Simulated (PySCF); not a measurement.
A side-by-side comparison of computed properties.

First species: C₂H₁₁NOSi₂.
SMILES with atom numbers: `[CH3:1][CH2:2][Si@@H:3]([NH2:4])[O:5][SiH3:6]` (hydrogens: H7, H8, H9 on C1; H10, H11 on C2; H12 on Si3; H13, H14 on N4; H15, H16, H17 on Si6)

Geometry (GFN2-xTB, Å), atoms numbered from 1 in this order:
```xyz
17
C2H11NOSi2 angstrom
C     -1.765   -1.295   -0.209
C     -1.510    0.127    0.279
Si    -0.012    0.931   -0.566
N      0.346    2.376    0.302
O      1.308   -0.007   -0.446
Si     2.332   -1.026    0.276
H     -2.598   -1.751    0.326
H     -1.999   -1.300   -1.271
H     -0.880   -1.910   -0.055
H     -1.353    0.108    1.358
H     -2.405    0.726    0.107
H     -0.177    1.043   -2.020
H     -0.373    3.069    0.420
H      1.231    2.824    0.126
H      2.001   -1.158    1.695
H      2.187   -2.306   -0.418
H      3.659   -0.441    0.087
```

Second species: C3H10O3Si.
Numbering: `[CH3:1][O:2][SiH2:3][O:4][CH2:5][CH2:6][OH:7]` (hydrogens: H8, H9, H10 on C1; H11, H12 on Si3; H13, H14 on C5; H15, H16 on C6; H17 on O7)

Levels: wB97X-D/def2-SVPD for HOMO energy, LUMO energy, HOMO–LUMO gap and static isotropic polarisability; TDDFT wB97X-D/def2-SVPD for lowest singlet excitation; TDA wB97X-D/def2-SVPD for lowest triplet excitation (Tamm–Dancoff). Geometries: GFN2-xTB. Each structure is a single optimised conformer of the isolated species, non-relativistic unless stated. Electronic properties by PySCF.

Dipoles, sizes and rotational constants follow the conformer. The torsions of the flexible species, by atom-mapped SMILES:
- `[CH3:1][CH2:2][Si@@H:3]([NH2:4])[O:5][SiH3:6]`: C1–C2–Si3–N4 -169°, C2–Si3–O5–Si6 -38°, H–N4–Si3–C2 -56°, H–N4–Si3–C2 167°

The conformers of `CO[SiH2]OCCO` aren't listed.

Values for the first species:

* HOMO energy: -9.29 eV
* LUMO energy: 1.93 eV
* HOMO–LUMO gap: 11.22 eV
* Lowest singlet excitation: 6.83 eV
* Lowest triplet excitation (Tamm–Dancoff): 6.60 eV
* Static isotropic polarisability: 85.3 au

(1) Estimate the same properties for the second species, and the change in each.

## Answers

(1) 
```tsv
property	first	second	second less first
HOMO energy	-9.29 eV	-9.77 eV	-0.48 eV
LUMO energy	1.93 eV	1.87 eV	-0.06 eV
HOMO–LUMO gap	11.22 eV	11.64 eV	+0.42 eV
lowest singlet excitation	6.83 eV	7.26 eV	+0.43 eV
lowest triplet excitation (Tamm–Dancoff)	6.60 eV	7.02 eV	+0.42 eV
static isotropic polarisability	85.3 au	74.2 au	-11.1 au
```

On the first: The polarisability is 12.64 Å³ as a volume (1 au = 0.148185 Å³), or 1.29 au for each of the 66 electrons. No computed singlet falls in the visible range (750 to 380 nm, 1.65 to 3.26 eV); S1 lies 3.57 eV above its blue end.

On the second: The vertical singlet–triplet gap S1 − T1 is 0.24 eV (TDDFT singlet less Tamm–Dancoff triplet; S1: HOMO−1→LUMO, weight 0.88; T1: HOMO−1→LUMO, weight 0.82). S1 lies 4.38 eV below the HOMO–LUMO gap; its leading configuration is HOMO−1→LUMO, weight 0.88.
